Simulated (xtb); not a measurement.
BaCl2, charge -1, doublet, at a GFN2-xTB geometry (such geometries of metal compounds can be far from the true shape) (a state made from the parent by changing its charge; the spin is typed, not shown lowest). Base run: GFN2-xTB (xtb).

Here is a job for xtb.
```
$ xtb mol.xyz --gfn 2 --chrg -1 --uhf 1 --json

# file mol.xyz
3

Ba     0.00338648     0.00412225     0.00467585
Cl     1.85484627     0.44365118    -1.75222559
Cl    -1.86600174    -0.45723037     1.73682281
```

Variants of this job, named by their change:

| change | ΔE vs base (mEh) | G_solv (kcal/mol) | SCF cycles |
|---|---|---|---|
| base | 0.000 | - | 13 |
| alpb = dmso | -97.688 | -61.44 | 13 |
| etemp = 3000 | -0.401 | - | 14 |
| alpb = benzene | -77.757 | -48.90 | 13 |

ALPB and GBSA are two models with their own fitted parameters for each solvent, which aren't always the measured dielectric constant.
